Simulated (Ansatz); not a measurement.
CoF₂⁻. Charge -1, multiplicity 3. Geometry r2SCAN-D4/def2-TZVP, that of the neutral quartet.

```xyz
3

Co    0.000    0.000    0.000
F    -0.125    0.938   -1.437
F     0.125   -0.938    1.437
```

At PBE-D4/def2-TZVPD, r2SCAN-D4/def2-TZVPD, PBE0-D4/def2-TZVPD the highest occupied level of the charge -1 triplet lies above zero (up to 1.81 eV). By energy differences its removal costs 2.11 eV (vertical, to the charge 0 quartet, at PBE-D4/def2-TZVPD); a positive level beside a positive removal energy at the same level points to self-interaction error.

(1) Estimate the α-spin orbital energies around the gap (eV) in Ansatz with PBE-D4/def2-TZVPD, r2SCAN-D4/def2-TZVPD, PBE0-D4/def2-TZVPD.

Answers

(1) 
```json
{"orbital": "HOMO−5", "PBE-D4/def2-TZVPD": "-3.19", "r2SCAN-D4/def2-TZVPD": "-3.45", "PBE0-D4/def2-TZVPD": "-4.92"}
{"orbital": "HOMO−4", "PBE-D4/def2-TZVPD": "0.01", "r2SCAN-D4/def2-TZVPD": "-0.60", "PBE0-D4/def2-TZVPD": "-2.50"}
{"orbital": "HOMO−3", "PBE-D4/def2-TZVPD": "0.01", "r2SCAN-D4/def2-TZVPD": "-0.60", "PBE0-D4/def2-TZVPD": "-2.50"}
{"orbital": "HOMO−2", "PBE-D4/def2-TZVPD": "0.49", "r2SCAN-D4/def2-TZVPD": "0.33", "PBE0-D4/def2-TZVPD": "-1.69"}
{"orbital": "HOMO−1", "PBE-D4/def2-TZVPD": "0.74", "r2SCAN-D4/def2-TZVPD": "0.36", "PBE0-D4/def2-TZVPD": "-1.69"}
{"orbital": "HOMO", "PBE-D4/def2-TZVPD": "0.74", "r2SCAN-D4/def2-TZVPD": "0.36", "PBE0-D4/def2-TZVPD": "-1.12"}
{"orbital": "LUMO", "PBE-D4/def2-TZVPD": "3.76", "r2SCAN-D4/def2-TZVPD": "4.15", "PBE0-D4/def2-TZVPD": "4.33"}
{"orbital": "LUMO+1", "PBE-D4/def2-TZVPD": "4.21", "r2SCAN-D4/def2-TZVPD": "4.56", "PBE0-D4/def2-TZVPD": "4.72"}
{"orbital": "LUMO+2", "PBE-D4/def2-TZVPD": "4.21", "r2SCAN-D4/def2-TZVPD": "4.56", "PBE0-D4/def2-TZVPD": "4.72"}
{"orbital": "LUMO+3", "PBE-D4/def2-TZVPD": "4.46", "r2SCAN-D4/def2-TZVPD": "4.99", "PBE0-D4/def2-TZVPD": "4.95"}
{"orbital": "LUMO+4", "PBE-D4/def2-TZVPD": "6.39", "r2SCAN-D4/def2-TZVPD": "6.87", "PBE0-D4/def2-TZVPD": "7.04"}
{"orbital": "LUMO+5", "PBE-D4/def2-TZVPD": "6.70", "r2SCAN-D4/def2-TZVPD": "7.31", "PBE0-D4/def2-TZVPD": "7.27"}
{"orbital": "β HOMO", "PBE-D4/def2-TZVPD": "1.81", "r2SCAN-D4/def2-TZVPD": "1.40", "PBE0-D4/def2-TZVPD": "0.40"}
{"orbital": "β LUMO", "PBE-D4/def2-TZVPD": "2.92", "r2SCAN-D4/def2-TZVPD": "4.04", "PBE0-D4/def2-TZVPD": "4.48"}
```
